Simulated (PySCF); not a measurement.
triflic acid (CHF₃O₃S), SMILES O=S(=O)(O)C(F)(F)F. Atoms are numbered in the order given.

```xyz
9

O      1.4679    -0.4601    -1.0924
S      0.8001     0.3126     0.1736
O      1.2661    -0.3053     1.4030
O      0.8610     1.7276    -0.1073
C     -0.9756    -0.2346    -0.0688
F     -1.7001     0.2141     0.9443
F     -1.4482     0.2443    -1.2072
F     -1.0165    -1.5648    -0.0927
H      1.7739    -1.3351    -0.7923
```

The structure is a stationary point at B3LYP-D3(BJ)/def2-SVP. The values are those of a single conformer.

The numbers are results of PySCF 2.14.0 with B3LYP-D3(BJ)/def2-SVP, not measurements.

Frequencies are harmonic and unscaled.

Computed normal modes with their intensities:
```tsv
mode	ν (cm⁻¹)	IR (km/mol)	moving atoms (share of kinetic energy)
1	46	1.1	F 54 %, O 44 %
2	175	12.6	O 47 %, F 37 %, H 12 %
3	183	3.3	O 55 %, F 41 %
4	288	23.1	F 34 %, H 32 %, O 29 %
5	293	23.2	O 42 %, F 38 %, H 13 %
6	324	1.4	F 52 %, O 40 %
7	349	34.4	F 32 %, H 31 %, O 31 %
8	436	30.2	O 54 %, H 18 %, S 15 %, F 13 %
9	471	23.1	O 68 %, F 15 %, S 15 %
10	560	0.3	F 81 %, C 9 %
11	562	0.6	F 82 %, C 9 %
12	593	141.4	S 47 %, O 41 %, F 9 %
13	765	33.8	F 65 %, O 15 %, C 15 %
14	823	193.1	O 48 %, S 37 %, F 15 %
15	1111	73.7	H 82 %, O 16 %
16	1141	296.9	O 40 %, C 32 %, F 14 %, S 13 %
17	1227	45.3	C 42 %, O 31 %, S 14 %, F 13 %
18	1260	238.4	C 72 %, F 23 %
19	1277	257.7	C 74 %, F 25 %
20	1422	249.5	O 50 %, S 46 %
21	3746	147.0	H 94 %
```
